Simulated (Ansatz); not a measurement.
# 1,2-elimination

Start structure (SiH$_{4}$SO$_{3}$, closed shell), relaxed at PBE0-D4/def2-TZVP:

```xyz
9
angstrom
Si -0.1069 -0.0228 0.0148
S 1.4203 1.4435 0.2004
O 0.2014 -1.3949 0.8394
H 0.4530 -1.2865 1.7577
O -1.4021 0.8004 0.5763
O -0.2969 -0.5791 -1.5058
H 2.3599 0.6156 -0.2879
H -2.2417 0.3374 0.5941
H -0.3870 0.0865 -2.1893
```

The step: SiH₄SO₃ ([OH][Si]([OH])([OH])[SH]) → SiH₂O₃ ([O][Si]([OH])[OH]) + H₂S (still joined by a long Si–S bond); bonds formed: S2–H4; bonds broken: O3–H4; bonds weakened to dative contacts: Si1–S2. Computed with Ansatz 0.2.0 (basis: def2-TZVPP and def2-QZVPP); correlated methods freeze the cores. Extrapolation: Hartree–Fock as exp(−7.88 √X), correlation as X^−2.97. Energies below are by CCSD(T) at an estimated basis limit (MP2 extrapolated from triple and quadruple zeta, plus CCSD(T) − MP2 in triple zeta).

Task: What are the electronic barrier and the energy of the step, from the start structure to the end structure? (Judge from chemistry; the value comes from the calculation.)

Result: By the calculation: Barrier 2.183 eV; step energy 2.018 eV (uphill); reverse barrier, their difference, 0.166 eV. Barrier and step energy count from the start structure, the reverse barrier from the end structure.

The saddle point: One imaginary mode of 495i cm⁻¹.
```json
{"pair": "S2–H4", "start (Å)": "3.29", "saddle (Å)": "1.42", "end (Å)": "1.34"}
{"pair": "Si1–S2", "start (Å)": "2.13", "saddle (Å)": "2.45", "end (Å)": "2.49"}
{"pair": "O3–H4", "start (Å)": "0.96", "saddle (Å)": "1.71", "end (Å)": "2.87"}
```

Zero-point energy (harmonic, PBE0-D4): ZPE is 1.454 eV at the start and 1.344 eV at the saddle, so the barrier goes from 2.183 to 2.074 eV.

T1 diagnostic: at most 0.015.

Labels in which every atom is bracketed show which atoms are joined, not bond orders.

For scale, one of the runs: CCSD(T)/def2-TZVPP, 233 basis functions, launched by `ansatz run in.yaml --threads 4 --pin off --events-out ev --progress --plain --max-ram 9574MiB`. Hardware: 4 CPU threads of an Arm Neoverse V2, shared host. Wall time 2 min; peak host memory 4.1 GiB.
